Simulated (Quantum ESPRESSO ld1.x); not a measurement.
All-electron atom: Ce21+ in [Ar] 3d10 4s2 4p5.75 4d1 5d0.25 (fractional occupations, a model configuration). All-electron calculation, non-relativistic Kohn-Sham, exchange-only LDA, spin-polarised, spherical densities, point nucleus; open shells are filled with parallel spins first; relativity is left out, which matters for an element this heavy. Program: ld1.x of Quantum ESPRESSO 7.5.

Normalised radial functions P(r) = r R(r), r in bohr:

r	4p down	5d down
0.001127	0.0014	0.0000
0.001291	0.0018	0.0000
0.001467	0.0024	0.0000
0.001681	0.0031	0.0000
0.00191	0.0040	0.0000
0.002189	0.0051	0.0000
0.002508	0.0067	0.0000
0.00285	0.0086	0.0001
0.003265	0.0111	0.0001
0.003711	0.0141	0.0001
0.004252	0.0183	0.0002
0.004832	0.0232	0.0003
0.005536	0.0299	0.0004
0.006343	0.0383	0.0006
0.007209	0.0482	0.0008
0.008259	0.0613	0.0012
0.009387	0.0766	0.0018
0.01075	0.0966	0.0026
0.01222	0.1195	0.0037
0.014	0.1488	0.0054
0.01604	0.1837	0.0078
0.01823	0.2222	0.0110
0.02089	0.2692	0.0157
0.02374	0.3188	0.0218
0.0272	0.3762	0.0308
0.03092	0.4327	0.0422
0.03542	0.4923	0.0584
0.04058	0.5465	0.0798
0.04612	0.5866	0.1059
0.05284	0.6094	0.1408
0.06006	0.6039	0.1813
0.06881	0.5597	0.2325
0.0782	0.4741	0.2878
0.0896	0.3314	0.3518
0.1026	0.1358	0.4169
0.1167	-0.0878	0.4726
0.1337	-0.3475	0.5167
0.1519	-0.5840	0.5331
0.174	-0.7866	0.5114
0.1978	-0.8910	0.4434
0.2266	-0.8713	0.3134
0.2596	-0.6930	0.1249
0.2951	-0.3826	-0.0940
0.3381	0.0640	-0.3434
0.3843	0.5336	-0.5554
0.4402	0.9993	-0.7059
0.5004	1.3272	-0.7310
0.5732	1.4952	-0.5992
0.6568	1.4577	-0.3026
0.7464	1.2631	0.0879
0.8552	0.9569	0.5363
0.972	0.6514	0.8911
1.114	0.3759	1.1033
1.266	0.1937	1.1086
1.45	0.0806	0.9354
1.661	0.0275	0.6634
1.888	0.0081	0.4075
2.163	0.0017	0.2013
2.459	0.0003	0.0853
2.817	0.0000	0.0272
3.201	0.0000	0.0073
3.668	0.0000	0.0013

4p down: eigenvalue -692.05 eV, 2 radial nodes at r = 0.111, 0.332 bohr, <r> = 0.622 bohr, 90 % of the charge inside 0.890 bohr. 5d down (empty): eigenvalue -333.43 eV, 2 radial nodes at r = 0.280, 0.727 bohr, <r> = 1.17 bohr, 90 % of the charge inside 1.65 bohr.
